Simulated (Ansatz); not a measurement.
Al$_{2}$Cl$_{2}$F$_{4}$ (`[F][Al-]1([F])[Cl+][Al-]([F])([F])[Cl+]1`), 8 atoms. Total charge 0; spin multiplicity 1. All runs use 4 threads of an Arm Neoverse V1 on a shared host. Correlated methods freeze the cores.

(1) Give the basis size and wall time and peak host memory of each of these runs in Ansatz. RKS ωB97M-V/def2-SVP energy; RKS B3LYP-D4/def2-TZVPP energy and forces; RKS ωB97M-V/def2-QZVPP energy; RKS PBE0-D4/def2-TZVP relaxation (6 steps); RKS PBE0-D4/def2-TZVP frequencies; RKS PBE0-D4/def2-TZVPP energy; RKS B2PLYP (frozen core)/def2-TZVPP energy; RHF-MP2/def2-TZVPP energy; RKS ωB97M-V/def2-TZVPP energy and forces; direct RPA on PBE orbitals/def2-TZVPP energy; RHF-MP2/def2-QZVPP energy; RKS PBE0-D4/def2-QZVPP energy. (An estimate is asked.)

## Answers

(1) Ansatz gave: Other jobs shared the machine, so times are rough.

```csv
level,job,functions,wall time,peak host memory (GiB)
RKS PBE0-D4/def2-TZVPP,energy,292,6.5 s,1.2
RHF-MP2/def2-TZVPP,energy,292,6.5 s,0.9
RKS ωB97M-V/def2-SVP,energy,128,7.5 s,0.48
direct RPA on PBE orbitals/def2-TZVPP,energy,292,8.5 s,0.79
RKS B3LYP-D4/def2-TZVPP,energy and forces,292,9.5 s,1.2
RKS B2PLYP (frozen core)/def2-TZVPP,energy,292,10 s,0.97
RKS PBE0-D4/def2-QZVPP,energy,508,18 s,3
RKS ωB97M-V/def2-TZVPP,energy and forces,292,21 s,1.4
RHF-MP2/def2-QZVPP,energy,508,32 s,3.4
RKS ωB97M-V/def2-QZVPP,energy,508,37 s,3.4
RKS PBE0-D4/def2-TZVP,relaxation (6 steps),272,50 s,1.1
RKS PBE0-D4/def2-TZVP,frequencies,272,4.3 min,1.1
```

B3LYP here is the variant with VWN-RPA as its local correlation; programs differ in this.
